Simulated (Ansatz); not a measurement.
Cost and result for the atomization energy of CH7BSi2 (`[SiH3]C1B[SiH2]1`) (11 atoms, 11 bonds).

```xyz
11

Si    0.415   -1.379    0.470
C     0.498    0.189   -0.548
B     0.594    1.510    0.177
Si   -1.218    1.012   -0.299
H    -0.286   -2.451   -0.283
H     1.796   -1.841    0.778
H    -0.293   -1.136    1.753
H     1.112   -0.035   -1.424
H     1.413    2.348    0.364
H    -2.134    0.135    0.465
H    -1.896    1.649   -1.455
```

The species carries charge 0 and has multiplicity 1. The structure was optimised at the PBE0-D4/def2-TZVP level. Program: Ansatz. All runs use 2 threads of an Arm Neoverse V1 on a shared host. Times are those of one run each, without the atoms' runs, and a repeat can differ threefold. Electronic energies, without spin–orbit coupling; frozen cores. CCSD(T)/CBS adds CCSD(T) − MP2 in def2-TZVPP to the MP2 limit, and its time is that of the two runs behind it. T1 = 0.014.

CCSD(T)/CBS is a level of theory with its own doubt, some kJ/mol a heavy atom from the limit and from the frozen cores, so smaller differences don't rank the functionals.

```
                             level  functions  wall time  atomization (kJ/mol)  difference from CCSD(T)/CBS  per bond
            LDA (SPW92)/def2-TZVPP        244      2.4 s                4009.3                        434.1      39.5
                BLYP-D4/def2-TZVPP        244      4.2 s                3544.2                        -31.0      -2.8
                PBE0-D4/def2-TZVPP        244        6 s                3581.2                          6.0       0.5
                  CCSD(T)/def2-SVP         99        6 s                3373.3                       -201.9     -18.4
               BHLYP-D4/def2-TZVPP        244      6.5 s                3534.0                        -41.2      -3.7
           CAM-B3LYP-D4/def2-TZVPP        244        7 s                3592.1                         16.9       1.5
r2SCAN-D4/def2-TZVPP (with forces)        244       10 s                3605.1                         29.9       2.7
             r2SCANh-D4/def2-TZVPP        244       11 s                3593.5                         18.3       1.7
               PBE-QIDH/def2-TZVPP        244       12 s                3566.7                         -8.5      -0.8
  ωB97M-V/def2-TZVPP (with forces)        244       25 s                3597.5                         22.3       2.0
                    MP2/def2-QZVPP        464       41 s                3554.7                        -20.5      -1.9
                CCSD(T)/def2-TZVPP        244     11 min                3488.8                        -86.4      -7.9
                 CCSD(T)/CBS(def2)          –     12 min                3575.2                          0.0       0.0
```

The D4 term adds +40.5 kJ/mol with B3LYP and +21.0 kJ/mol with PBE0; it sums over pairs of atoms, weighted by their polarisabilities, and B3LYP, whose exchange is more repulsive, gets the larger term. From BLYP to BHLYP (50 % exact exchange), in def2-TZVPP and without D4, the atomization energy moves by +11.6 kJ/mol. Leaving LDA and LC-ωPBE aside and taking each functional with its dispersion term where it has one, the values, not all of them listed here, spread over 86.8 kJ/mol, from BHLYP-D4 to B97M-V. LDA lies +435.5 kJ/mol from PBE without D4, its usual overbinding.

B3LYP here is the variant with VWN-RPA as its local correlation; programs differ in this.
